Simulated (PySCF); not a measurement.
Species: (H2B-mu-NH2)2.
Cartesian coordinates in Å at the PBE0-D3(BJ)/def2-SVP level; atoms count from 1:
```
atom  x, y, z in Å
B1    -0.1598    1.0649   -0.1956
H2    -0.2123    1.5179   -1.3255
H3    -0.3095    1.8876    0.6905
N4     1.1490    0.1782    0.0279
B5     0.1794   -1.0795    0.2005
H6     0.3276   -1.8938   -0.6933
H7     0.2335   -1.5428    1.3261
N8    -1.1302   -0.1911   -0.0152
H9     1.6944    0.4155    0.8514
H10    1.7799    0.1316   -0.7667
H11   -1.7541   -0.1427    0.7850
H12   -1.6823   -0.4286   -0.8340
```

Jobs on this species (12 atoms, 32 electrons) with PySCF (density fitting). Hardware of each: one thread, Intel Xeon Platinum 8488C (x86_64), shared host. Other jobs ran on the host; a repeat could differ by tens of per cent or more. Peak memory is the resident size of the whole Python process, interpreter and libraries included.

Question: Rank these jobs by wall time, shortest first.
A. PBE0/def2-SVPD; 10 singlets by full TDDFT, 4 Tamm–Dancoff triplets, polarisability, ΔSCF ions, density and orbital grids written; 144 basis functions
B. KT2/pcSseg-1; shieldings, ring-centre shieldings; 108 basis functions
C. PBE0-D3(BJ)/def2-SVP, grid level 1; geometry optimisation from a GFN2-xTB start shaken at random; 96 basis functions

Answer: B (8.3 s), C (16 s), A (38 s).

All jobs:

```json
{"level and settings": "KT2/pcSseg-1", "work": "shieldings, ring-centre shieldings", "basis functions": "108", "SCF cycles": "13", "wall time": "8.3 s", "peak memory": "0.45 GiB"}
{"level and settings": "delta-SCF UKS SCAN, pcX-2 on the ionised atom, pcseg-1 elsewhere, spin-free X2C", "work": "ΔSCF core ionisation, 2 holes", "basis functions": "127", "SCF cycles": "30", "wall time": "8.9 s", "peak memory": "0.40 GiB"}
{"level and settings": "PBE0/pcSseg-1", "work": "shieldings, ring-centre shieldings, charges and field gradients, density and orbital grids written", "basis functions": "108", "SCF cycles": "12", "wall time": "9.9 s", "peak memory": "0.51 GiB"}
{"level and settings": "PBE0-D3(BJ)/def2-SVP, grid level 1", "work": "geometry optimisation from a GFN2-xTB start shaken at random", "basis functions": "96", "SCF cycles": "36", "wall time": "16 s", "peak memory": "0.37 GiB"}
{"level and settings": "B3LYP/pcJ-1", "work": "spin–spin couplings from 12 perturbed nuclei, spin–dipole term for 4 of them", "basis functions": "188", "SCF cycles": "11", "wall time": "16 s", "peak memory": "0.71 GiB"}
{"level and settings": "PBE0/def2-SVPD", "work": "10 singlets by full TDDFT, 4 Tamm–Dancoff triplets, polarisability, ΔSCF ions, density and orbital grids written", "basis functions": "144", "SCF cycles": "12", "wall time": "38 s", "peak memory": "0.68 GiB"}
```

What do all jobs in the table cost together?

About 97 s; the longest takes about 39 % of that, and about 4.6 times as long as the shortest.
